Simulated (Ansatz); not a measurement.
Breaking the Mg1–H2 bond in FHMg (SMILES [F][MgH]) (multiplicity 1 held, fragments rigid). Energies count from the point at 1.682 Å.
Geometry at that point (charge 0, multiplicity 1):
| atom | x (Å) | y (Å) | z (Å) |
|---|---|---|---|
| Mg | 0.0000 | 0.0000 | -0.6440 |
| H | 0.0000 | 0.0000 | -2.3255 |
| F | 0.0000 | 0.0000 | 1.1170 |

Signs of static correlation in def2-SVPD, with CASSCF(2,2), from Ansatz (an electronic-structure program) runs.

```
R (Å)  T1 of restricted CCSD  ⟨S²⟩ of UHF  largest double amplitude of restricted CCSD  weight of the CASSCF reference in MRCISD  CASSCF natural occupations
-----  ---------------------  -----------  -------------------------------------------  ----------------------------------------  --------------------------
1.345                  0.017        0.000                                        0.032                                     0.945                   1.97 0.03
1.513                  0.017        0.000                                        0.033                                     0.945                   1.97 0.03
1.682                  0.017        0.000                                        0.034                                     0.945                   1.97 0.03
1.850                  0.018        0.000                                        0.043                                     0.945                   1.96 0.04
2.018                  0.018        0.000                                        0.057                                     0.946                   1.94 0.06
2.270                  0.020        0.000                                        0.088                                     0.946                   1.91 0.09
2.522                  0.022        0.376                                        0.134                                     0.947                   1.87 0.13
2.943             (withheld)        0.753                                        0.244                                     0.948                   1.75 0.25
3.363                  0.051        0.904                                   (withheld)                                     0.949                   1.58 0.42
3.868                  0.076        0.969                                        0.607                                     0.950                   1.36 0.64
4.540                  0.099        0.994                                        0.841                                     0.950                   1.17 0.83
5.381                  0.107        0.999                                        0.991                                     0.951                   1.06 0.94
```

**Question.** Complete the blanks.

**Answer.** 
- 2.943, T1 of restricted CCSD: 0.033
- 3.363, largest double amplitude of restricted CCSD: 0.396

Doubts at one or more of the structures used: a restricted determinant that unrestricted orbitals would lower (R-CCSD(T)/def2-SVPD); T1 above 0.05 (R-CCSD(T)/def2-SVPD, U-CCSD(T)/def2-SVPD); other coupled-cluster roots lie near (R-CCSD(T)/def2-SVPD); a spin-contaminated determinant (U-CCSD(T)/def2-SVPD).
